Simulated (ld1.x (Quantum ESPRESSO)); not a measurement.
# Sn (Z = 50), TM: configuration errors across variants

ld1.x (Quantum ESPRESSO) 7.5 input, shortened:

```
&input
   title='Sn', zed=50., rel=2, dft='PBESOL', iswitch=3,
   config='[Kr] 4d10 5s2 5p2 5d-2', rel_dist='average'
 /
 &inputp
   pseudotype=2, tm=.true., lloc=-1, rcloc=1.25,
   nlcc=.false.
 /
3
5S  1  0   2.00   0.00  1.45  1.45  0.0
5P  2  1   2.00   0.00  1.80  1.80  0.0
5D  3  2  -2.00   0.35  1.95  1.95  0.0
 &test
   configts(1)='5s2 5p2'
 /
```

Open shells are filled in proportion to 2j + 1 (rel_dist='average').

All-electron excitation energies from the reference (eV): (1) 5s2 5p1 6.911; (2) 5s2 5p0 20.901; (3) 5s1 5p0 51.914; (4) 5s2 5p1.5 2.632; (5) 5s1 5p3 6.989; (6) 5s1 5p2 14.578; (7) 5s2 5p2.3 -0.856.

4 further variants failed, have other tests or another functional or relativity, and are left out.

A true bound ghost makes a file unfit for plane-wave use even where its test errors are small: the radial tests pick states by their node count and pass the ghost by.

Errors AE − PS in meV (a dash: test not solved or not reliable):

| change | (1) | (2) | (3) | (4) | (5) | (6) | (7) | bound ghosts |
| --- | --- | --- | --- | --- | --- | --- | --- | --- |
| base | -6.1 | -21 | +9.3 | -1.3 | +19 | +4.4 | -0.3 | d3/2, d5/2, s, p3/2, p1/2 |
| wave 5d channel at 0.35 Ry: rc 1.95 bohr becomes 5d channel at 0.35 Ry: rc 2.20 bohr | -6.1 | -21 | +9.3 | -1.3 | +19 | +4.4 | -0.3 | s, p3/2, p1/2 |
| wave 5s (bound): rc 1.45 bohr becomes 5s (bound): rc 1.24 bohr | -6.6 | -26 | -18 | -1.3 | +18 | -1.3 | -0.3 | d3/2, d5/2, s, p3/2, p1/2 |
| wave 5p (bound): rc 1.80 bohr becomes 5p (bound): rc 2.16 bohr | -5.5 | -18 | +29 | -1.1 | +14 | +5.5 | -0.3 | d3/2, d5/2, s, p3/2, p1/2 |

Question: Give the same row for: local potential the p channel.

Answer: +26, +54, +99, +13, -3.8, +18, -6.8; bound ghosts: s, d3/2, d5/2.
